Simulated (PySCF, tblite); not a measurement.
Isomers of C5H5FNO2 (doublet state), one GFN2-xTB conformer each. Single-point energies are computed at B3LYP/pcH-1 (PySCF, gas phase, no added dispersion term), electronic only. GFN2-xTB treats the open shell by occupation alone, and not every SCF solution was tested for stability.

| SMILES | GFN2-xTB relative energy (kcal/mol) |
| --- | --- |
| COC1=C(F)CC(=O)[N]1 | 19.4 |
| [CH2]OC1=C(F)CC(=O)N1 | 27.4 |
| COC1=C(F)[CH]C(=O)N1 | 0.0 |

Conformers: `[CH3:1][O:2][C:3]1=[C:4]([F:5])[CH2:6][C:7](=[O:8])[N:9]1` (doublet state) with C1–O2–C3–C4 0°; `[CH2:1][O:2][C:3]1=[C:4]([F:5])[CH2:6][C:7](=[O:8])[NH:9]1` (doublet state) with H–C1–O2–C3 179° and 1°, C1–O2–C3–C4 0°; `[CH3:1][O:2][C:3]1=[C:4]([F:5])[CH:6][C:7](=[O:8])[NH:9]1` (doublet state) with C1–O2–C3–C4 0°.

**Question.** What does B3LYP/pcH-1 give for the same structures?

**Answer.** 
```
               SMILES  B3LYP/pcH-1 E (Eh)  B3LYP/pcH-1 (kcal/mol)  GFN2-xTB (kcal/mol)  point group
 COC1=C(F)[CH]C(=O)N1          -498.55960                     0.0                  0.0           Cs
  COC1=C(F)CC(=O)[N]1          -498.53654                    14.5                 19.4           Cs
[CH2]OC1=C(F)CC(=O)N1          -498.51426                    28.4                 27.4           Cs
```

Both levels put the same isomer lowest; measured from each level's own lowest isomer, the values differ by up to 4.9 kcal/mol (COC1=C(F)CC(=O)[N]1: 19.4 against 14.5). 

**Question.** What happens when harmonic zero-point energies from GFN2-xTB frequencies are added?

**Answer.** 
```csv
SMILES,ZPE (kcal/mol),electronic (kcal/mol),with ZPE (kcal/mol)
COC1=C(F)[CH]C(=O)N1,60.0,0.0,0.0
COC1=C(F)CC(=O)[N]1,59.0,14.5,13.5
[CH2]OC1=C(F)CC(=O)N1,58.1,28.4,26.6
```

The zero-point energies span 1.9 kcal/mol. The order is unchanged.
